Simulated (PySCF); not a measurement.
HS, charge -1, singlet, at a GFN2-xTB geometry; CAMB3LYP/6-31G*, TDDFT run with PySCF.

PySCF was given this input:
```python
from pyscf import gto, scf, dft, tdscf

mol = gto.M(
    atom='''
S    -0.000000   -0.000000   -0.078636
H     0.000000    0.000000    1.258176
''',
    basis='6-31g*',
    charge=-1,
    spin=0,
    verbose=4,
)

mf = dft.RKS(mol)
mf.xc = 'camb3lyp'
mf.kernel()
td = mf.TDDFT()
td.nstates = 5
td.kernel()
td.analyze()
```

Task: What does PySCF print? Leave out banner, timings and long lists.

Result: 
```
PySCF version 2.14.0

[INPUT] verbose = 4
[INPUT] num. atoms = 2
[INPUT] num. electrons = 18
[INPUT] charge = -1
[INPUT] spin (= nelec alpha-beta = 2S) = 0
[INPUT] symmetry False subgroup None
[INPUT] Mole.unit = angstrom
[INPUT] Symbol           X                Y                Z      unit          X                Y                Z       unit  Magmom
[INPUT]  1 S      0.000000000000   0.000000000000  -0.078636000000 AA    0.000000000000   0.000000000000  -0.148600503531 Bohr   0.0
[INPUT]  2 H      0.000000000000   0.000000000000   1.258176000000 AA    0.000000000000   0.000000000000   2.377608056501 Bohr   0.0

nuclear repulsion = 6.33360216299674
number of shells = 10
number of NR pGTOs = 55
number of NR cGTOs = 20
basis = 6-31g*
ecp = {}

******** <class 'pyscf.dft.rks.RKS'> ********
method = RKS
initial guess = minao
damping factor = 0
level_shift factor = 0
DIIS = <class 'pyscf.scf.diis.CDIIS'>
diis_start_cycle = 1
diis_space = 8
diis_damp = 0
SCF conv_tol = 1e-09
SCF conv_tol_grad = None
SCF max_cycles = 50
direct_scf = True
direct_scf_tol = 1e-13
XC library pyscf.dft.libxc version 7.1.2
    S. Lehtola, C. Steigemann, M. J. T. Oliveira, and M. A. L. Marques,  SoftwareX 7, 1–5 (2018)
XC functionals = camb3lyp
    T. Yanai, D. P. Tew, and N. C. Handy,  Chem. Phys. Lett. 393, 51 (2004)
radial grids:
    Treutler-Ahlrichs [JCP 102, 346 (1995); DOI:10.1063/1.469408] (M4) radial grids

becke partition: Becke, JCP 88, 2547 (1988); DOI:10.1063/1.454033
pruning grids: <function nwchem_prune>
grids dens level: 3
symmetrized grids: False
atomic radii adjust function: <function treutler_atomic_radii_adjust>
small_rho_cutoff = 0
Set gradient conv threshold to 3.16228e-05
Initial guess from minao.
tot grids = 28688
init E= -398.58203749311
  HOMO = -0.30287492102141  LUMO = 0.0571421816684234  gap/eV = 9.79656
cycle= 1 E= -398.731150985732  delta_E= -0.149  |g|= 0.393  |ddm|= 1.17
  HOMO = 0.0779445179328921  LUMO = 0.408252930595872  gap/eV = 8.98815
cycle= 2 E= -398.763151524943  delta_E= -0.032  |g|= 0.297  |ddm|= 1.22
  HOMO = -0.00762932322161643  LUMO = 0.368933382195499  gap/eV = 10.24679
cycle= 3 E= -398.792625526576  delta_E= -0.0295  |g|= 0.00989  |ddm|= 0.483
  HOMO = -0.0103036888152887  LUMO = 0.370075803248717  gap/eV = 10.35065
cycle= 4 E= -398.792657414303  delta_E= -3.19e-05  |g|= 0.00181  |ddm|= 0.0158
  HOMO = -0.0106652045364749  LUMO = 0.369778586784815  gap/eV = 10.35240
cycle= 5 E= -398.792658625991  delta_E= -1.21e-06  |g|= 0.000493  |ddm|= 0.00427
  HOMO = -0.0106265384660898  LUMO = 0.369827887536614  gap/eV = 10.35269
cycle= 6 E= -398.792658706279  delta_E= -8.03e-08  |g|= 1.74e-05  |ddm|= 0.000771
  HOMO = -0.0106253149802409  LUMO = 0.369829249516245  gap/eV = 10.35270
cycle= 7 E= -398.792658706462  delta_E= -1.84e-10  |g|= 7.97e-07  |ddm|= 7.31e-05
  HOMO = -0.0106256482770923  LUMO = 0.369828828060617  gap/eV = 10.35269
Extra cycle  E= -398.792658706462  delta_E= 5.68e-14  |g|= 2.73e-07  |ddm|= 1.85e-06
converged SCF energy = -398.792658706462

******** <class 'pyscf.tdscf.rks.TDDFT'> for <class 'pyscf.dft.rks.RKS'> ********
nstates = 5 singlet
deg_eia_thresh = 1.000e-03
wfnsym = None
conv_tol = 1e-05
eigh lindep = 1e-12
eigh level_shift = 0
eigh max_cycle = 100

Excitation energies (eV)
[ 6.12196041  6.12196041 11.70695789 12.81721266 12.81721266]

** Singlet excitation energies and oscillator strengths **
Excited State   1:      6.12196 eV    202.52 nm  f=0.0023
       8 -> 10       -0.67417
       9 -> 10       -0.21074
Excited State   2:      6.12196 eV    202.52 nm  f=0.0023
       8 -> 10        0.21074
       9 -> 10       -0.67417
Excited State   3:     11.70696 eV    105.91 nm  f=0.9512
       7 -> 10       -0.70203
Excited State   4:     12.81721 eV     96.73 nm  f=0.3730
       8 -> 11        0.18357
       9 -> 11        0.66736
       9 -> 12       -0.13386
Excited State   5:     12.81721 eV     96.73 nm  f=0.3730
       8 -> 11       -0.66736
       8 -> 12        0.13386
       9 -> 11        0.18357

** Transition electric dipole moments (AU) **
state          X           Y           Z        Dip. S.      Osc.
  1        -0.0308      0.1193     -0.0000      0.0152      0.0023
  2         0.1193      0.0308     -0.0000      0.0152      0.0023
  3        -0.0000      0.0000     -1.8211      3.3164      0.9512
  4         0.7403      0.7998      0.0000      1.1878      0.3730
  5         0.7998     -0.7403     -0.0000      1.1878      0.3730

** Transition velocity dipole moments (imaginary part, AU) **
state          X           Y           Z        Dip. S.      Osc.
  1        -0.0072      0.0278     -0.0000      0.0008      0.0024
  2         0.0278      0.0072     -0.0000      0.0008      0.0024
  3        -0.0000      0.0000     -0.8103      0.6566      1.0174
  4         0.2992      0.3233      0.0000      0.1940      0.2746
  5         0.3233     -0.2992     -0.0000      0.1940      0.2746

** Transition magnetic dipole moments (imaginary part, AU) **
state          X           Y           Z
  1        -0.5163     -0.1333     -0.0000
  2        -0.1333      0.5163      0.0000
  3        -0.0000     -0.0000     -0.0000
  4        -0.1500      0.1389      0.0000
  5         0.1389      0.1500      0.0000
```
